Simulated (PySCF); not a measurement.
## Radial density of Be²⁺ (beryllium, charge +2)

TPSS, 1s2, closed-shell 1S. Calculation: PySCF 2.14, in aug-cc-pCVTZ-DK with one added diffuse shell each of s, p, d, f type (8s7p5d3f, 75 functions); scalar relativity by spin-free X2C-1e.

```
r (bohr)  4πr²ρ (e/bohr)
 0.00547         0.01263
 0.00920         0.03466
  0.0155         0.09251
  0.0260          0.2399
  0.0438          0.5879
  0.0736           1.313
   0.124           2.503
   0.208           3.694
   0.350           3.599
   0.589           1.797
   0.991          0.3037
    1.67        0.009202
    2.80       2.386e-05
```

Densities and radii are taken from the X2C orbitals without a picture-change correction, which distorts them close to the nucleus.
